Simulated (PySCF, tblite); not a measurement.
Rigid-rotor lines calculated for a species of formula C6H16OSSi (commonest isotopes; PBE0/pcSseg-1 in PySCF (dipole) on a GFN2-xTB geometry, gas phase), labelled J(Ka,Kc):

```json
{"transition": "2(0,2) ← 1(0,1)", "MHz": "2104.7"}
{"transition": "2(1,2) ← 1(1,1)", "MHz": "2075.4"}
{"transition": "2(1,1) ← 1(1,0)", "MHz": "2134.8"}
{"transition": "1(0,1) ← 0(0,0)", "MHz": "1052.5"}
{"transition": "1(1,1) ← 0(0,0)", "MHz": "2689.2"}
```

Question: Find the rotational constants.

Answer: 1(0,1) ← 0(0,0) is B + C, 2(1,1) ← 1(1,0) is 3B + C and 2(1,2) ← 1(1,1) is B + 3C, so B − C is half the difference of the last two, 29.7 MHz. 1(1,1) ← 0(0,0) is A + C. A = 2177.8, B = 541.1, C = 511.4 MHz.

Question: What moments of inertia, asymmetry and inertial defect follow?

Answer: I = 505379 MHz·u·Å² over each constant: Ia = 232.06, Ib = 933.92, Ic = 988.22 u·Å²; κ = (2B − A − C)/(A − C) = -0.964 (near-prolate asymmetric top); Δ = Ic − Ia − Ib = -177.77 u·Å².

Question: Which dipole components do these lines need?

Answer: μa and μb (a-type: ΔKa even, ΔKc odd; b-type: both odd). The calculation gives |μa| = 0.74 D, |μb| = 3.76 D, |μc| = 0.18 D.

Question: Where do these fall, and of which type are they? 2(1,1) ← 1(0,1); 1(1,0) ← 1(0,1); 3(2,2) ← 2(2,1); 2(2,1) ← 1(1,0); 3(2,1) ← 2(1,1); 2(2,0) ← 2(1,1); 2(2,0) ← 1(1,0); 3(0,3) ← 2(1,2).

Answer: 
```json
{"transition": "3(0,3) ← 2(1,2)", "MHz": "1549", "type": "b", "branch": "R"}
{"transition": "1(1,0) ← 1(0,1)", "MHz": "1666", "type": "b", "branch": "Q"}
{"transition": "3(2,2) ← 2(2,1)", "MHz": "3158", "type": "a", "branch": "R"}
{"transition": "2(1,1) ← 1(0,1)", "MHz": "3801", "type": "c", "branch": "R"}
{"transition": "2(2,0) ← 2(1,1)", "MHz": "4910", "type": "b", "branch": "Q"}
{"transition": "2(2,1) ← 1(1,0)", "MHz": "7045", "type": "b", "branch": "R"}
{"transition": "2(2,0) ← 1(1,0)", "MHz": "7045", "type": "c", "branch": "R"}
{"transition": "3(2,1) ← 2(1,1)", "MHz": "8070", "type": "c", "branch": "R"}
```

Question: Which structure gave them?

Answer: `CC[S@@](=O)C[SiH2]C(C)C`, point group C1. Three constants can't fix a structure by themselves; this is the one that was computed:
```
atom  x, y, z in Å
C1     3.835   -0.544   -0.254
C2     2.941    0.638    0.054
S3     2.012    0.345    1.632
O4     1.342    1.627    1.932
C5     0.645   -0.622    0.927
Si6   -0.663    0.723    0.555
C7    -2.030   -0.137   -0.469
C8    -3.094    0.884   -0.845
C9    -2.670   -1.303    0.279
H10    4.503   -0.738    0.582
H11    3.247   -1.441   -0.438
H12    4.438   -0.347   -1.138
H13    2.219    0.835   -0.736
H14    3.524    1.540    0.235
H15    0.987   -1.212    0.083
H16    0.309   -1.306    1.703
H17   -1.259    1.207    1.796
H18   -0.094    1.763   -0.306
H19   -1.607   -0.531   -1.400
H20   -3.559    1.292    0.049
H21   -3.874    0.431   -1.456
H22   -2.657    1.708   -1.403
H23   -1.937   -2.075    0.502
H24   -3.102   -0.960    1.217
H25   -3.466   -1.752   -0.314
```

The values belong to one conformer (point group C1) with, in the numbering `[CH3:1][CH2:2][S@@:3](=[O:4])[CH2:5][SiH2:6][CH:7]([CH3:8])[CH3:9]`, C1–C2–S3–O4 172°, C2–S3–C5–Si6 -92°, S3–C5–Si6–C7 170°, C5–Si6–C7–C8 -178°. Its GFN2-xTB frequencies are all real (lowest 39 cm⁻¹). Constants of a rigid frame at the computed geometry: no zero-point averaging, no centrifugal distortion. A rigid rotor knows nothing of internal rotation, which can split or shift real lines.

The run took 59 s on Arm Neoverse V1, one thread, no GPU, shared host, and the process peaked at 1.1 GiB of memory. This is the PBE0/pcSseg-1 job that gave the dipole, with the shieldings it also computed.
